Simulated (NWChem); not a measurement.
System: GeO cation, doublet; SMILES of the neutral closed-shell parent [O]=[Ge]

The following NWChem deck was run.

```
start job
memory heap 200 mb stack 900 mb global 1100 mb
charge 1
geometry units angstroms noautoz
  Ge     0.000000     0.000000     0.347806
  O      0.000000     0.000000    -1.314341
end
basis spherical
  * library 6-31g*
end
dft
  odft
  mult 2
  xc mpw1k
  iterations 150
  mulliken
end
task dft energy
```

Output (shortened):

```
             Northwest Computational Chemistry Package (NWChem) 7.3.0
             --------------------------------------------------------

 ORDER OF PRIMARY AXIS IS BEING SET TO 4
 C4V symmetry detected

                             Geometry "geometry" -> ""
                             -------------------------

 Output coordinates in angstroms (scale by  1.889725989 to convert to a.u.)

  No.       Tag          Charge          X              Y              Z
 ---- ---------------- ---------- -------------- -------------- --------------
    1 Ge                  32.0000     0.00000000     0.00000000     0.33242940
    2 O                    8.0000     0.00000000     0.00000000    -1.32971760

 Effective nuclear repulsion energy (a.u.)      81.5026443172

      Symmetry information
      --------------------

 Group name             C4v
 Group number             18
 Group order               8
 No. of unique centers     2

                                 NWChem DFT Module
                                 -----------------

 Summary of "ao basis" -> "ao basis" (spherical)
 ------------------------------------------------------------------------------
       Tag                 Description            Shells   Functions and Types
 ---------------- ------------------------------  ------  ---------------------
 Ge                          6-31g*                 12       32   5s4p3d
 O                           6-31g*                  6       14   3s2p1d

      Symmetry analysis of basis
      --------------------------

        a1         18
        a2          0
        b1          4
        b2          4
        e          20

            General Information
            -------------------
          SCF calculation type: DFT
          Wavefunction type:  spin polarized.
          No. of atoms     :     2
          No. of electrons :    39
           Alpha electrons :    20
            Beta electrons :    19
          Charge           :     1
          Spin multiplicity:     2
          Use of symmetry is: on ; symmetry adaption is: on
          Maximum number of iterations: 150
          AO basis - number of functions:    46
                     number of shells:    18
          Convergence on energy requested:  1.00D-06
          Convergence on density requested:  1.00D-05
          Convergence on gradient requested:  5.00D-04

              XC Information
              --------------
                        MPW1K Method XC Functional
                     Hartree-Fock (Exact) Exchange  0.428
                        mPW91  Exchange Functional  0.572
                Perdew 1991 Correlation Functional  1.000 non-local
            Perdew 1991 LDA Correlation Functional  1.000 local

             Grid Information
             ----------------
          Grid used for XC integration:  medium
          Radial quadrature: Mura-Knowles
          Angular quadrature: Lebedev.
          Tag              B.-S. Rad. Rad. Pts. Rad. Cut. Ang. Pts.
          ---              ---------- --------- --------- ---------
          Ge                  1.25      112           6.0       590
          O                   0.60       49           7.0       434
          Grid pruning is: on
          Number of quadrature shells:   161
          Spatial weights used:  Erf1

      Superposition of Atomic Density Guess
      -------------------------------------

 Sum of atomic energies:       -2149.77578870

 Renormalizing density from      40.00 to     39

      Non-variational initial energy
      ------------------------------

 Total energy =   -2116.545315
 1-e energy   =   -3080.486167
 2-e energy   =     882.438207
 HOMO         =      -0.782121
 LUMO         =      -0.419613

   Symmetry analysis of molecular orbitals - initial alpha
   -------------------------------------------------------

 !! scf_movecs_sym_adapt:    8 vectors were symmetry contaminated

  Symmetry fudging

 !! scf_movecs_sym_adapt:    8 vectors were symmetry contaminated

  Numbering of irreducible representations:

     1 a1          2 a2          3 b1          4 b2          5 e

  Orbital symmetries:

     1 a1          2 a1          3 a1          4 e           5 e
     6 a1          7 a1          8 a1          9 e          10 e
    11 a1         12 e          13 e          14 b1         15 b2
    16 a1         17 a1         18 e          19 e          20 a1
    21 e          22 e          23 a1         24 a1         25 e
    26 e          27 a1         28 b1         29 b2         30 e

   Symmetry analysis of molecular orbitals - initial beta
   ------------------------------------------------------

 !! scf_movecs_sym_adapt:    8 vectors were symmetry contaminated

  Symmetry fudging

 !! scf_movecs_sym_adapt:    8 vectors were symmetry contaminated

  Numbering of irreducible representations:

     1 a1          2 a2          3 b1          4 b2          5 e

  Orbital symmetries:

     1 a1          2 a1          3 a1          4 e           5 e
     6 a1          7 a1          8 a1          9 e          10 e
    11 a1         12 e          13 e          14 b1         15 b2
    16 a1         17 a1         18 e          19 e          20 a1
    21 e          22 e          23 a1         24 a1         25 e
    26 e          27 a1         28 b1         29 b2         30 e

     ---------------------------------------------
      Total Density - Mulliken Population Analysis
     ---------------------------------------------

    Atom       Charge   Shell Charges
 -----------   ------   -------------------------------------------------------
    1 Ge  32    30.27   2.00  2.00  6.00  2.01  6.03  1.57  0.52  0.04 -0.00  7.53  2.42  0.15
    2 O    8     8.73   2.00  1.04  3.12  0.89  1.67  0.02

     --------------------------------------------
      Spin Density - Mulliken Population Analysis
     --------------------------------------------

    Atom       Charge   Shell Charges
 -----------   ------   -------------------------------------------------------
    1 Ge  32     0.59   0.00  0.00  0.00 -0.00 -0.00  0.35  0.18  0.05 -0.01  0.00 -0.00  0.01
    2 O    8     0.41  -0.00  0.00  0.30  0.00  0.11 -0.00

   convergence    iter        energy       DeltaE   RMS-Dens  Diis-err
 ---------------- ----- ----------------- --------- --------- ---------
 d= 0,ls=0.0,diis     1  -2151.1797946427 -2.23D+03  2.44D-02  2.32D+00
                                                     2.44D-02  2.34D+00
 d= 0,ls=0.0,diis     2  -2150.2173288212  9.62D-01  2.37D-02  3.94D+00
                                                     2.66D-02  3.58D+00
 d= 0,ls=0.0,diis     3  -2151.2140295525 -9.97D-01  8.81D-03  8.79D-01
                                                     1.34D-02  9.53D-01
 d= 0,ls=0.0,diis     4  -2151.6165231932 -4.02D-01  1.44D-03  1.46D-03
                                                     3.38D-03  4.36D-03
 d= 0,ls=0.0,diis     5  -2151.6212804228 -4.76D-03  1.06D-03  1.93D-03
                                                     1.16D-03  7.31D-04
  Resetting Diis
 d= 0,ls=0.0,diis     6  -2151.6230317507 -1.75D-03  9.57D-04  3.01D-04
                                                     1.27D-03  7.67D-05
 d= 0,ls=0.0,diis     7  -2151.6237140210 -6.82D-04  1.64D-04  1.46D-05
                                                     2.11D-04  2.02D-05
 d= 0,ls=0.0,diis     8  -2151.6237644613 -5.04D-05  1.64D-04  1.70D-05
                                                     8.12D-05  2.04D-06
 d= 0,ls=0.0,diis     9  -2151.6237843695 -1.99D-05  1.15D-04  2.68D-06
                                                     1.99D-04  1.90D-05
 d= 0,ls=0.0,diis    10  -2151.6238027343 -1.84D-05  5.85D-05  2.16D-06
                                                     4.22D-05  7.10D-07
 d= 0,ls=0.0,diis    11  -2151.6238047676 -2.03D-06  2.02D-05  1.38D-07
                                                     2.07D-05  1.14D-07
 d= 0,ls=0.0,diis    12  -2151.6238051137 -3.46D-07  8.94D-06  1.69D-08
                                                     9.44D-06  2.90D-08

         Total DFT energy =    -2151.623805113692
      One electron energy =    -3146.339260780825
           Coulomb energy =     1000.587970375180
    Exchange-Corr. energy =      -87.375159025261
 Nuclear repulsion energy =       81.502644317213

 Numeric. integr. density =       38.999996527161

                  Occupations of the irreducible representations
                  ----------------------------------------------

                     irrep           alpha         beta
                     --------     --------     --------
                     a1               10.0          9.0
                     a2                0.0          0.0
                     b1                1.0          1.0
                     b2                1.0          1.0
                     e                 8.0          8.0

                    DFT Final Alpha Molecular Orbital Analysis
                    ------------------------------------------

 Vector   18  Occ=1.000000D+00  E=-7.039199D-01  Symmetry=a1
              MO Center=  2.3D-16,  1.7D-16,  1.9D-01, r^2= 2.1D+00
   Bfn.  Coefficient  Atom+Function         Bfn.  Coefficient  Atom+Function
  ----- ------------  ---------------      ----- ------------  ---------------
    10      0.653043  1 Ge s                 13     -0.479079  1 Ge pz
    37      0.422729  2 O  pz                 6     -0.237926  1 Ge s
    41      0.222437  2 O  pz                 9      0.185200  1 Ge pz
    14     -0.122408  1 Ge s                  2      0.072203  1 Ge s
    20     -0.055959  1 Ge d  0               5     -0.055623  1 Ge pz

 Vector   19  Occ=1.000000D+00  E=-6.941497D-01  Symmetry=e
              MO Center=  2.9D-16,  2.8D-16, -1.2D+00, r^2= 8.5D-01
   Bfn.  Coefficient  Atom+Function         Bfn.  Coefficient  Atom+Function
  ----- ------------  ---------------      ----- ------------  ---------------
    36      0.546111  2 O  py                40      0.353752  2 O  py
    35     -0.306525  2 O  px                12      0.215832  1 Ge py
    39     -0.198556  2 O  px                11     -0.121144  1 Ge px
     8     -0.084375  1 Ge py                29     -0.048912  1 Ge d -1
     7      0.047359  1 Ge px                19      0.047271  1 Ge d -1

 Vector   20  Occ=1.000000D+00  E=-6.941497D-01  Symmetry=e
              MO Center= -3.1D-16, -1.1D-16, -1.2D+00, r^2= 8.5D-01
   Bfn.  Coefficient  Atom+Function         Bfn.  Coefficient  Atom+Function
  ----- ------------  ---------------      ----- ------------  ---------------
    35      0.546111  2 O  px                39      0.353752  2 O  px
    36      0.306525  2 O  py                11      0.215832  1 Ge px
    40      0.198556  2 O  py                12      0.121144  1 Ge py
     7     -0.084375  1 Ge px                31      0.048912  1 Ge d  1
     8     -0.047359  1 Ge py                21     -0.047271  1 Ge d  1

 Vector   21  Occ=0.000000D+00  E=-3.377281D-01  Symmetry=e
              MO Center=  2.8D-16, -8.1D-18,  3.1D-01, r^2= 2.4D+00
   Bfn.  Coefficient  Atom+Function         Bfn.  Coefficient  Atom+Function
  ----- ------------  ---------------      ----- ------------  ---------------
    12      0.689855  1 Ge py                11     -0.453166  1 Ge px
     8     -0.229008  1 Ge py                16      0.225791  1 Ge py
    36     -0.214355  2 O  py                40     -0.191413  2 O  py
     7      0.150436  1 Ge px                15     -0.148322  1 Ge px
    35      0.140810  2 O  px                39      0.125739  2 O  px

 Vector   22  Occ=0.000000D+00  E=-3.377281D-01  Symmetry=e
              MO Center=  5.9D-16, -5.5D-16,  3.1D-01, r^2= 2.4D+00
   Bfn.  Coefficient  Atom+Function         Bfn.  Coefficient  Atom+Function
  ----- ------------  ---------------      ----- ------------  ---------------
    11      0.689855  1 Ge px                12      0.453166  1 Ge py
     7     -0.229008  1 Ge px                15      0.225791  1 Ge px
    35     -0.214355  2 O  px                39     -0.191413  2 O  px
     8     -0.150436  1 Ge py                16      0.148322  1 Ge py
    36     -0.140810  2 O  py                40     -0.125739  2 O  py

 Vector   23  Occ=0.000000D+00  E=-1.942816D-01  Symmetry=a1
              MO Center= -2.0D-16, -1.4D-16,  2.2D-01, r^2= 3.7D+00
   Bfn.  Coefficient  Atom+Function         Bfn.  Coefficient  Atom+Function
  ----- ------------  ---------------      ----- ------------  ---------------
    17      0.695691  1 Ge pz                13      0.542913  1 Ge pz
    38      0.535833  2 O  s                 10      0.286875  1 Ge s
    14     -0.269903  1 Ge s                 37      0.246089  2 O  pz
    41      0.200801  2 O  pz                30      0.196230  1 Ge d  0
     9     -0.163676  1 Ge pz                34      0.145155  2 O  s

                     DFT Final Beta Molecular Orbital Analysis
                     -----------------------------------------

 Vector   17  Occ=1.000000D+00  E=-7.757072D-01  Symmetry=a1
              MO Center= -3.0D-17, -3.2D-17,  2.0D-02, r^2= 1.8D+00
   Bfn.  Coefficient  Atom+Function         Bfn.  Coefficient  Atom+Function
  ----- ------------  ---------------      ----- ------------  ---------------
    10      0.960722  1 Ge s                  6     -0.369250  1 Ge s
    38      0.311856  2 O  s                 37     -0.195205  2 O  pz
    34      0.185571  2 O  s                  2      0.111403  1 Ge s
    33     -0.079231  2 O  s                 41     -0.072392  2 O  pz
    14     -0.041891  1 Ge s                  1      0.031325  1 Ge s

 Vector   18  Occ=1.000000D+00  E=-6.660102D-01  Symmetry=e
              MO Center=  3.0D-16, -2.9D-17, -1.1D+00, r^2= 9.6D-01
   Bfn.  Coefficient  Atom+Function         Bfn.  Coefficient  Atom+Function
  ----- ------------  ---------------      ----- ------------  ---------------
    36      0.579408  2 O  py                40      0.390810  2 O  py
    12      0.285049  1 Ge py                35     -0.142110  2 O  px
     8     -0.108783  1 Ge py                39     -0.095853  2 O  px
    11     -0.069913  1 Ge px                29     -0.065221  1 Ge d -1
    19      0.055234  1 Ge d -1               4      0.032679  1 Ge py

 Vector   19  Occ=1.000000D+00  E=-6.660102D-01  Symmetry=e
              MO Center=  3.2D-16,  2.1D-16, -1.1D+00, r^2= 9.6D-01
   Bfn.  Coefficient  Atom+Function         Bfn.  Coefficient  Atom+Function
  ----- ------------  ---------------      ----- ------------  ---------------
    35      0.579408  2 O  px                39      0.390810  2 O  px
    11      0.285049  1 Ge px                36      0.142110  2 O  py
     7     -0.108783  1 Ge px                40      0.095853  2 O  py
    12      0.069913  1 Ge py                31      0.065221  1 Ge d  1
    21     -0.055234  1 Ge d  1               3      0.032679  1 Ge px

 Vector   20  Occ=0.000000D+00  E=-4.585990D-01  Symmetry=a1
              MO Center= -1.5D-16,  1.8D-16, -4.3D-01, r^2= 2.3D+00
   Bfn.  Coefficient  Atom+Function         Bfn.  Coefficient  Atom+Function
  ----- ------------  ---------------      ----- ------------  ---------------
    13      0.580780  1 Ge pz                37     -0.469222  2 O  pz
    41     -0.291459  2 O  pz                 9     -0.217257  1 Ge pz
    38      0.216950  2 O  s                 14      0.201671  1 Ge s
    10     -0.188262  1 Ge s                  6      0.079986  1 Ge s
    34      0.078743  2 O  s                  5      0.065043  1 Ge pz

[...]
```

Level: MPW1K/6-31G* (spherical d), spin-unrestricted. Coordinates come from a PBE-D3(BJ)/def2-SVP, spin-unrestricted optimisation. This spin state was assumed; another may lie lower. No stability test was run on the SCF state.
